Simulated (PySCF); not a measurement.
# Static response to an electric field

Species: CH₄FNOSi.
SMILES with atom numbers: `[NH2:1][C:2](=[O:3])[SiH2:4][F:5]` (hydrogens: H6, H7 on N1; H8, H9 on Si4)

Geometry (PBE0-D3(BJ)/def2-SVP, Å), atoms numbered from 1 in this order:
```xyz
9
CH4FNOSi angstrom
N      1.4011    0.4379   -0.5002
C      0.6516   -0.3014    0.3476
O      1.0975   -1.0441    1.2045
Si    -1.2487   -0.1857    0.2109
F     -1.6178    0.8251   -1.0224
H      0.9643    1.0238   -1.1998
H      2.4136    0.3859   -0.4542
H     -1.8059    0.3734    1.4692
H     -1.7969   -1.5331   -0.0878
```

Level: CAM-B3LYP/def2-SVPD (PySCF), static field, nuclei fixed, core orbitals frozen in the response. The polarisability tensor in these axes (au):

```
x   57.11  1.11 -1.35
y    1.11 46.42 -6.45
z   -1.35 -6.45 48.16
```

What are the eigenvalues, a third of the trace, and Δα (Δα² = ½Σ(αi − αj)² over the three pairs)?

Principal values 40.78, 53.05 and 57.86 au; mean 50.56 au = 7.49 Å³ = 8.34 × 10⁻⁴⁰ C²·m²/J; Δα = 15.26 au (30 % of the mean).

What is the dipole moment, and where does it point?

(0.23, 1.57, -1.79) D, 2.39 D in size, pointing from the negative to the positive side. Measured along this direction, the outermost atoms are O3 at the negative end and H6 at the positive end.

Traceless (Buckingham) quadrupole moment about the centre of nuclear charge: eigenvalues?

-14.79, 1.04, 13.75 D·Å. The values depend on the origin, since the dipole doesn't vanish. The electronic extent ⟨r²⟩ about the same centre is 552 bohr², a root-mean-square distance of 1.80 Å for the 48 electrons.

Along which axes do the principal values lie, and how far do the nuclei extend along each?

Largest value along (0.92, 0.26, -0.30), where the nuclei span 4.47 Å; middle along (0.40, -0.61, 0.69), 3.74 Å; least along (0.00, 0.75, 0.66), 2.46 Å. The response follows the extents in order.

In a dilute gas of rigid molecules at 500 K, how does the orientational term μ²/3kT compare with the electronic polarisability?

In Gaussian units μ²/3kT = 27.63 Å³ against 7.49 Å³, a ratio of 3.69; the Debye molar polarisation (4π/3)N_A(α + μ²/3kT) is 88.6 cm³/mol, leaving out the vibrational part.

Sum over states: ᾱ = Σ f/ω², ω in Eh. What share falls to these 10 lowest TDDFT singlets (eV, f)? 4.89, 0.0030; 6.36, 0.0053; 7.07, 0.0073; 7.37, 0.1352; 7.40, 0.0438; 7.88, 0.1729; 8.00, 0.0005; 8.29, 0.0530; 8.40, 0.0081; 8.56, 0.0000.

They add up to 5.46 au, 10.8 % of the 50.56 au; the largest single term is 2.06 au, from the state at 7.88 eV. Terms in order: 0.09, 0.10, 0.11, 1.84, 0.59, 2.06, 0.01, 0.57, 0.09, 0.00 au. Higher excitations give the rest. The strengths listed sum to 0.429.

Find the Langevin capture rate constant for NO+ (29.998 u) meeting this molecule (93.005 u), k = 2.342 × 10⁻⁹ cm³/s × √(α in Å³ / reduced mass in u).

The reduced mass is 22.68 u, so k = 1.35 × 10⁻⁹ cm³/s. The formula leaves out the permanent dipole, which adds to the capture rate.

Isolated species at its PBE0-D3(BJ)/def2-SVP geometry (one conformer only).
